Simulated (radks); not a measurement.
All-electron atom: Ir53+ in [Ar] 3d6. All-electron calculation, non-relativistic Kohn-Sham, TPSS, spin-polarised, spherical densities, point nucleus; open shells are filled with parallel spins first (spin-orbit coupling, left out, can overturn this in heavy ions); meta-GGA in the generalised Kohn-Sham scheme; relativity is left out, which matters for an element this heavy. Program: a radial shooting solver on a logarithmic mesh with Libxc functionals. Some entries of the table are withheld. Estimate them.

orbital,occ.,eigenvalue (hartree),<r> (bohr)
1s up,1,-2667.987,0.01966
1s down,1,-2667.987,0.01966
2s up,1,-540.7538,0.08250
2s down,1,-539.9913,0.08243
2p up,3,-524.5961,0.06976
2p down,3,-524.0374,0.06968
3s up,1,-204.5670,0.2004
3s down,1,-203.8404,0.2008
3p up,3,(1),(2)
3p down,3,(3),(4)
3d up,5,-185.7101,0.1647
3d down,1,-184.6184,0.1651
4s up,0,-106.1391,0.3791
4s down,0,-105.8915,0.3798
4p up,0,(5),0.3724
4p down,0,(6),0.3733

Answer. 
(1) 3p up eigenvalue (hartree): -197.6427
(2) 3p up <r> (bohr): 0.1900
(3) 3p down eigenvalue (hartree): -196.8224
(4) 3p down <r> (bohr): 0.1905
(5) 4p up eigenvalue (hartree): -103.0778
(6) 4p down eigenvalue (hartree): -102.8060
